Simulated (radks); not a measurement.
Results of a calculation; reference values are marked as such.
Rh IV, 42 electrons, occupied as [Kr] 4d6.

Level of theory: scalar-relativistic Kohn-Sham, BLYP, spin-polarised, spherical densities, finite nucleus; open shells are filled with parallel spins first (spin-orbit coupling, left out, can overturn this in heavy ions); Fermi nuclear charge, rms radius 4.4945 fm (a radial shooting solver on a logarithmic mesh with Libxc functionals).

Energy parts (hartree):
| part | energy |
|---|---|
| total | -4782.52489 |
| kinetic | 4953.23710 |
| electron-nucleus | -11487.54686 |
| Hartree | 1889.84716 |
| exchange-correlation | -138.06230 |

Orbitals (lengths in bohr, moments of r in powers of bohr):
orbital,occ.,eigenvalue (hartree),<r^4>
1s down,1,-848.1225,5.365e-06
1s up,1,-848.1224,5.365e-06
2s up,1,-124.1262,0.0009692
2s down,1,-124.1003,0.0009689
2p up,3,-111.3950,0.0006941
2p down,3,-111.3753,0.0006939
3s up,1,-23.27600,0.04702
3s down,1,-23.26257,0.04694
3p up,3,-19.09322,0.05085
3p down,3,-19.07798,0.05071
3d up,5,-12.40419,0.05104
3d down,5,-12.38062,0.05079
4s up,1,-4.39456,1.716
4s down,1,-4.28267,1.707
4p up,3,-3.20292,2.600
4p down,3,-3.08679,2.619
4d up,5,-1.49179,8.455
4d down,1,-1.38101,9.450
5s up,0,-1.11651,63.70
5s down,0,-1.07125,70.72
5p up,0,-0.85146,117.1
5p down,0,-0.82141,130.1

The highest occupied level is 4d down at -37.579 eV. The density falls to 0.001 e/bohr^3 at r = 3.18 bohr. Spin moment in Bohr magnetons: 4. The electron density at the nucleus is 1.238e+05 e/bohr^3 (large components only).
